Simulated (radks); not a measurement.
Q: Species: Cu3+. Configuration: [Ar] 3d8 (the NIST ground configuration). Method: Dirac Kohn-Sham, HCTH/407, spin-unpolarised, spherical densities, finite nucleus; open shells are shared between the two j in proportion to 2j + 1; Fermi nuclear charge, rms radius 3.8823 fm; computed with a radial shooting solver on a logarithmic mesh with Libxc functionals.

Spin-orbit splittings of the eigenvalues, e(l+1/2) - e(l-1/2), with zeta = 2 splitting/(2l+1) and mean radii in bohr:

shell  occ.  splitting (eV)  zeta (eV)  <r> j=l-1/2  <r> j=l+1/2
2p        6               ?          ?       0.2040       0.2073
3p        6           2.661      1.774       0.7280       0.7377
3d        8          0.3345     0.1338       0.8455       0.8499

Estimate the 2p splitting.

A: 20.51 eV (zeta = 13.67 eV).
